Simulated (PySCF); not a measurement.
**Iodine: a sound run and one with changed settings**

Sound run: I [Kr] 4d10 5s2 5p5, I⁺ [Kr] 4d10 5s2 5p4. Computed with PySCF 2.14 in def2-SVP with the def2 core potential (28 electrons), with a scalar-relativistic core potential. In the sound run the correlated levels freeze 4s2 4p6 4d10 outside the core potential. The sound run starts from symmetry-adapted Hartree-Fock orbitals and uses a fine grid where one is needed.

A second run was set up differently.

| species | method | sound run (hartree) | changed run (hartree) | converged |
| --- | --- | --- | --- | --- |
| I | MP2 | -296.72755 | -296.76139 | yes |
| I⁺ | MP2 | -296.35805 | -296.39011 | yes |

Ionisation energy of I:

```csv
method,sound run (eV),changed run (eV)
UHF,9.592,9.592
MP2,10.054,10.103
SCS-MP2,10.035,10.061
```

Task: What was changed?
A. all electrons correlated in a valence basis
B. too few SCF iterations
C. basis contracted for another Hamiltonian
D. level shift left on

Result: A. A valence basis has no tight correlating functions, so it recovers only part of the core correlation, and not evenly between atom and ion.
